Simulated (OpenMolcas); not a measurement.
# CH6GeSi (SMILES [CH2]1[SiH2][GeH2]1): the dipole moment, rung by rung

CH6GeSi has 9 atoms, charge 0, and is taken as a singlet. As SMILES, `[CH2]1[SiH2][GeH2]1`. Geometry: relaxed at PBE0-D4/def2-TZVP.

Each level gives the dipole moment (D). The values are calculated.

```json
{"level": "HF/cc-pVDZ", "kind": "Hartree–Fock", "program": "OpenMolcas", "value (D)": "0.28"}
{"level": "SVWN5/cc-pVDZ", "kind": "LDA", "program": "OpenMolcas", "value (D)": "0.50"}
{"level": "PBE/cc-pVDZ", "kind": "GGA", "program": "OpenMolcas", "value (D)": "0.47"}
{"level": "revPBE/cc-pVDZ", "kind": "GGA", "program": "OpenMolcas", "value (D)": "0.46"}
{"level": "TPSS/cc-pVDZ", "kind": "meta-GGA", "program": "OpenMolcas", "value (D)": "0.47"}
{"level": "BHLYP/cc-pVDZ", "kind": "global hybrid", "program": "OpenMolcas", "value (D)": "0.32"}
{"level": "M06-2X/cc-pVDZ", "kind": "hybrid meta-GGA", "program": "OpenMolcas", "value (D)": "0.30"}
{"level": "PBE0/cc-pVDZ", "kind": "global hybrid", "program": "OpenMolcas", "value (D)": "0.40"}
```

All-electron rows without a relativistic Hamiltonian named are non-relativistic. The values span 0.28 to 0.50 D. Magnitudes only.
